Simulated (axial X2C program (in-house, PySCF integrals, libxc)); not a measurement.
**A run on InIr⁺ without results**

A two-component calculation with an in-house all-electron X2C program for linear molecules (integrals from PySCF).

Input and command:
```json
{"zs": [77, 49], "q": 1, "bas": ["dyall-cv3z", "dyall-cv3z"], "r0": 2.64, "eom": "ip", "rq": 0, "thr": -1.0, "nmax": 95, "grid": [1, 0.96, 1.045, 0.92, 1.09, 1.15]}
```
```bash
python soeom.py task.json out
```

Keys: zs atomic numbers; q charge; bas basis sets; r0 starting distance in Å; eom kind of EOM run; rq charge at which the geometry is sought; thr threshold in hartree for freezing inner shells (an s shell follows its p shell); nmax most natural virtual spinors; grid distances as factors.

Outcome:

The program refused: none of the low determinants of the reference species is a closed shell, which the EOM method needs.
